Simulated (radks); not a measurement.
Question: Species: La III. Configuration: [Xe] 5d1. Method: scalar-relativistic Kohn-Sham, PBE, spin-polarised, spherical densities, point nucleus; open shells are filled with parallel spins first (spin-orbit coupling, left out, can overturn this in heavy ions); computed with a radial shooting solver on a logarithmic mesh with Libxc functionals. Some entries of the table are withheld. Estimate them.

orbital  occ.  eigenvalue (eV)  r(max) (bohr)  <r> (bohr)
1s down     1        -38765.38        0.01608     0.02507
1s up       1        -38765.38        0.01608     0.02507
2s up       1        -6181.770        0.09094      0.1074
2s down     1        -6181.737        0.09094      0.1074
2p up       3        -5541.572        0.07313     0.09425
2p down     3        -5541.547        0.07313     0.09425
3s up       1        -1332.233         0.2604      0.2852
3s down     1        -1332.218         0.2604      0.2852
3p up       3        -1127.833         0.2548      0.2832
3p down     3        -1127.817         0.2548      0.2832
3d up       5        -834.2650         0.2101      0.2600
3d down     5        -834.2384         0.2101      0.2600
4s up       1        -279.2025         0.6083      0.6541
4s down     1        -279.1532         0.6083      0.6542
4p up       3        -212.7334         0.6354      0.6930
4p down     3        -212.6901         0.6354      0.6930
4d up       5        -116.5694         0.6716      0.7674
4d down     5        -116.5269         0.6717      0.7673
5s up       1         -51.6907          1.411       1.557
5s down     1         -51.3078          1.407       1.550
5p up       3              (1)          1.588       1.793
5p down     3              (2)          1.581       1.784
5d up       1              (3)          2.136       2.583
5d down     0              (4)          2.123       2.574

Answer: 
(1) 5p up eigenvalue (eV): -35.1575
(2) 5p down eigenvalue (eV): -34.6281
(3) 5d up eigenvalue (eV): -15.0116
(4) 5d down eigenvalue (eV): -14.2948
